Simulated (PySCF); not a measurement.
Calculated properties of `C([SiH3])[SiH2][SiH2][NH2+]` [radical]

Species: CH₁₁NSi₃ (charge +1 and doublet state).
Geometry (PBE0-D3(BJ)/def2-SVP, Å), atoms numbered from 1 in this order:
```
atom  x, y, z in Å
N1     2.8663   -0.5704   -0.5448
Si2    2.0843    0.8807   -0.9760
Si3   -0.0858    0.8841    0.3483
C4    -1.1030   -0.5477   -0.1982
Si5   -2.7901   -0.6285    0.7378
H6     3.4658   -0.6635    0.2733
H7     2.7156   -1.4576   -1.0209
H8     1.6200    0.8748   -2.3847
H9     2.7725    2.0739   -0.4240
H10   -0.5430    2.2350   -0.0876
H11    0.4333    0.8497    1.7417
H12   -1.3282   -0.4761   -1.2755
H13   -0.5787   -1.4984   -0.0065
H14   -3.5237   -1.8047    0.1981
H15   -2.4995   -0.7772    2.1909
H16   -3.5211    0.6435    0.4824
```

PBE0-D3(BJ)/def2-SVP geometry optimisation, gas phase (PySCF):

```yaml
Point_group: C1
Rotational_constants_A_B_C: 5.756, 0.821, 0.770 GHz
```

UKS B3LYP, IGLO-III on C N Si, pcH-1 on H, non-relativistic, mean-field spin-orbit, GIAO (PySCF):

```yaml
Isotropic_g_value: 2.00505
Principal_g_values: 2.00218, 2.00567, 2.00730
Spin_squared_⟨S²⟩: 0.755
Largest_Mulliken_spin_population: 0.31 on N1/Si3
Largest_isotropic_hyperfine_couplings_means_over_sets_of_like_nuclei: 1H +88.1 (H8/H9), 1H +44.6 (H10/H11), 29Si -24.3 (Si3), 1H -22.1 (H7), 1H -22.0 (H6) MHz
```

Monoisotopic mass of the ion (most abundant isotopes, electron mass counted): 121.0194 u.

⟨S²⟩ is 0.005 above the pure-spin value S(S + 1) = 0.75. At 9.50 GHz, hν = g·μB·B₀ (B₀ the magnetic field) puts the centre of the isotropic spectrum, to first order, at 338.5 mT. The rotational constants make it an asymmetric top with κ = (2B − A − C)/(A − C) = -0.98, nearer the prolate limit (−1). With B = h/(8π²I), that is 505.379 GHz u Å² over I, the principal moments of inertia are 87.8, 615.9 and 655.9 u Å² (most abundant isotopes); the inertial defect Ic − Ia − Ib is -47.8 u Å² (zero for a rigid planar frame, negative otherwise). g_iso is shifted by about +2730 ppm from the free-electron value 2.002319; the principal values span 0.0051.

The unpaired spin is shared among atoms: the largest Mulliken spin population is 0.31. Couplings of like nuclei are plain means over topologically equivalent atoms, as if these changed places fast (by rotation of a methyl-like group, say); in this geometry the members of some sets differ.

One conformer stands for the species.
